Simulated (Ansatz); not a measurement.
System: H5Si2O, charge 0, doublet. H5Si2O (SMILES O[SiH][SiH3], doublet).
B3LYP-D3(BJ)/def2-TZVP minimum from Ansatz (an electronic-structure program):
```xyz
8

Si    -0.6741    -0.5868     0.2340
O     -1.8351     0.3457    -0.5096
Si     1.4924     0.3220     0.0875
H     -0.7895    -1.9145    -0.4266
H     -1.8865     1.2728    -0.2611
H      1.4815     1.6674     0.7156
H      2.4182    -0.5513     0.8492
H      2.0000     0.4672    -1.3023
```
Charge 0, spin multiplicity 2.

Total energies in cc-pV(D+d)Z, 19 correlated electrons, 11 frozen orbitals. Radicals and triplets start from unrestricted determinants; spin-orbit coupling is neglected. Correlated methods leave the cores frozen. No relativity.

| method | program | energy (Eh) | minus CCSDT(Q) (mEh) |
|---|---|---|---|
| HF | Ansatz | -655.64274 | 431.95 |
| MP2 | Ansatz | -656.01674 | 57.96 |
| CCSD | Ansatz | -656.06237 | 12.32 |
| CCSD(T) | Ansatz | -656.07248 | 2.21 |
| CCSDT(Q) | Ansatz | -656.07469 | 0.00 |

Rough core times of Ansatz's runs on a shared machine: CCSD(T) under 20 s, CCSDT(Q) 70 min.
